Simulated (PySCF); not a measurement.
GeH₄, SMILES [GeH4] (connectivity only; charge and spin as stated), charge +1, multiplicity 2.

Geometry: PBE0-D3(BJ)/def2-TZVPD. A frequency run showed that this geometry is not a minimum. The multiplicity is an assumed one; other spin states were not compared. The isomer is the one that the SMILES or the coordinates give; other isomers of the formula were not compared.

Calculation: PBE0-D3(BJ)/def2-TZVPD run with PySCF 2.14.0.

Frequencies are harmonic and unscaled.

Modes within 1.5 cm⁻¹ of each other (mostly degenerate sets) share a row, with their intensities summed.

```
mode  ν (cm⁻¹)  IR (km/mol)  moving atoms (share of kinetic energy)
----  --------  -----------  --------------------------------------
1–2       506i        427.8                                  H 96 %
3          647          1.5                                  H 95 %
4          761          0.0                                 H 100 %
5          874          0.0                                 H 100 %
6         1850         35.6                                 H 100 %
7–8       1903        550.1                                  H 99 %
9         1995          0.0                                 H 100 %
```
